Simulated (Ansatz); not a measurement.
BH₇SeSi₂, SMILES `B[Se][SiH2][SiH3]`, charge 0, multiplicity 1.

Q: Give a relaxed structure at PBE0-D4/def2-TZVP (Ansatz 0.2.0). (An estimate is asked.)

A: Computed: 
Z-matrix (Å, degrees):
```
Si
Se 1 2.304
Si 1 2.336 2 109.0
H 1 1.487 2 106.3 3 119.9
H 1 1.486 2 109.0 3 -122.9
B 2 1.908 1 98.0 3 66.8
H 3 1.487 1 108.8 2 61.2
H 3 1.486 1 109.3 2 -58.0
H 3 1.488 1 111.1 2 -178.6
H 6 1.192 2 121.1 1 0.2
H 6 1.191 2 116.5 1 -180.0
```
This is one stationary point; other conformers may exist.
